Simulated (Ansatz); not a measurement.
Problem. Name a neutral molecule of F, Sn with zero-point energy (PBE0-D4/def2-TZVP) between -5 and 11 kJ/mol and size of the dipole moment (ωB97M-V/def2-TZVPP) between 3.50 and 3.80 D (Ansatz, PBE0-D4/def2-TZVP geometry).

Solution. `[F][Sn][F]` (8.3 kJ/mol, 3.74 D). Other molecules can fit too; these were computed, each in one conformer that needn't be the lowest.
